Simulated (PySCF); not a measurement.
Dipole moment and polarisability of `CC[C@@H]1CC[SiH2]1`

C₅H₁₂Si.
Cartesian coordinates in Å at the GFN2-xTB level; atoms count from 1:
```xyz
18
C5H12Si angstrom
C      2.4018    0.0889    0.3308
C      1.2279   -0.7595   -0.1493
C      0.0143    0.0863   -0.5123
C     -0.6657    0.8174    0.6678
C     -2.1456    0.5427    0.3322
Si    -1.6441   -0.7710   -0.9607
H      2.1229    0.6618    1.2121
H      3.2533   -0.5394    0.5855
H      2.7088    0.7864   -0.4462
H      1.5363   -1.3382   -1.0243
H      0.9542   -1.4712    0.6335
H      0.3199    0.8100   -1.2730
H     -0.4213    1.8776    0.7318
H     -0.3932    0.3497    1.6135
H     -2.7404    0.2288    1.1869
H     -2.6315    1.4174   -0.0963
H     -2.1436   -0.6209   -2.3270
H     -1.7628   -2.1607   -0.5167
```

Level: wB97X-D/def2-SVPD (PySCF), static field, nuclei fixed, core orbitals frozen in the response. The polarisability tensor in these axes (au):

```
x   93.97  1.96  4.82
y    1.96 80.51  6.73
z    4.82  6.73 79.33
```

Problem. Diagonalise the tensor; give its mean and Δα, where Δα² is half the sum of the squared differences of the eigenvalues.

Solution. Principal values 72.91, 84.46 and 96.45 au; mean 84.61 au = 12.54 Å³ = 13.95 × 10⁻⁴⁰ C²·m²/J; Δα = 20.39 au (24 % of the mean).

Problem. What is the dipole moment, and where does it point?

Solution. (0.11, 0.17, 0.04) D, 0.20 D in size, pointing from the negative to the positive side. Measured along this direction, the outermost atoms are H18 at the negative end and H9 and H7 at the positive end.

Problem. Molar refractivity from α?

Solution. Lorentz–Lorenz: R = (4π/3)N_A α = 2.5225 cm³/(mol·Å³) × 12.54 Å³ = 31.6 cm³/mol, in the limit of long wavelengths.

Problem. Directions of the eigenvectors, and the extent of the frame along each?

Solution. Largest value along (0.90, 0.26, 0.36), where the nuclei span 5.90 Å; middle along (-0.43, 0.72, 0.55), 4.27 Å; least along (-0.11, -0.64, 0.76), 2.84 Å. The response follows the extents in order.

Problem. Find the Langevin capture rate constant for H3O+ (19.018 u) meeting this molecule (100.071 u), k = 2.342 × 10⁻⁹ cm³/s × √(α in Å³ / reduced mass in u).

Solution. The reduced mass is 15.98 u, so k = 2.07 × 10⁻⁹ cm³/s.

Problem. Rayleigh depolarisation ratio (linearly polarised light, static tensor)?

Solution. ρ = 3Δα²/(45ᾱ² + 4Δα²) = 1247.1/(322125 + 1662.9) = 0.00385.

Problem. In TDDFT the mean static polarisability is Σ f/ω² over all singlet excitations (ω in hartree). How much of it do the 8 lowest give? Their energies (eV) and oscillator strengths: 6.88, 0.0463; 7.18, 0.0702; 7.39, 0.0178; 7.78, 0.0111; 7.97, 0.0021; 8.16, 0.0786; 8.21, 0.0217; 8.39, 0.0077.

Solution. They add up to 3.33 au, 3.9 % of the 84.61 au; the largest single term is 1.01 au, from the state at 7.18 eV. Terms in order: 0.72, 1.01, 0.24, 0.14, 0.02, 0.87, 0.24, 0.08 au. Higher excitations give the rest. The strengths listed sum to 0.255.

One conformer (not necessarily the lowest) at the GFN2-xTB geometry, without solvent, vibrations or thermal averaging.
